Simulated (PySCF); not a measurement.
One molecule, many functionals

Species: C2H7BNP.
SMILES: `[B@H-](C#N)(C)[PH3+]`

Linear-response calculations in the def2-SVPD basis (PySCF; singlets by full response, triplets Tamm–Dancoff, core orbitals frozen in the response; HF means time-dependent Hartree–Fock). 'Strongest' is the level of largest summed f among the singlets computed (10 roots, of which the last may lack a degenerate partner); it can jump between rows when another state enters that window. S1 is the lowest singlet of each run and needn't be the same state throughout; f(S1) is that of one state. Geometry: PBE0-D3(BJ)/def2-SVP; no solvent, vibrations or thermal averaging.

```tsv
functional	kind	S1 (eV)	f(S1)	strongest (eV)	T1 (eV)	HOMO (eV)	gap (eV)	ionisation energy, ΔSCF (eV)
LDA	LDA	5.81	0.006	6.28	5.54	-7.21	5.71	10.19
PBE	GGA	5.83	0.004	6.25	5.47	-7.09	5.76	10.07
B3LYP	global hybrid, 20% exact exchange	6.39	0.005	6.77	5.73	-8.16	7.48	10.39
PBE0	global hybrid, 25% exact exchange	6.52	0.006	7.78	5.71	-8.36	7.94	10.39
CAM-B3LYP	range-separated hybrid	6.82	0.006	7.66	5.89	-9.74	10.12	10.62
wB97X-D	range-separated hybrid	6.84	0.005	7.82	5.97	-10.23	11.55	10.56
LC-wPBE	range-separated hybrid	7.13	0.004	8.47	5.94	-11.08	12.57	10.83
HF	Hartree–Fock	6.60	0.000	9.44	5.22	-11.33	13.18	not settled
```

Problem. What does BHandHLYP (global hybrid, 50% exact exchange) give?

Solution. S1 (eV) 6.81, f(S1) 0.003, strongest (eV) 7.93, T1 (eV) 5.75, HOMO (eV) -9.55, gap (eV) 9.78, ionisation energy, ΔSCF (eV) 10.55. S1 runs from 5.81 eV (LDA) to 7.13 eV (LC-wPBE), a spread of 1.32 eV, while the orbital gap spreads over 7.5 eV. −ε(HOMO) comes closest to its own ΔSCF ionisation energy with LC-wPBE (+0.24 eV) and misses most with LDA (-2.99 eV). 'Not settled' means that the ion's SCF failed to converge or may have ended in another state than the lowest.
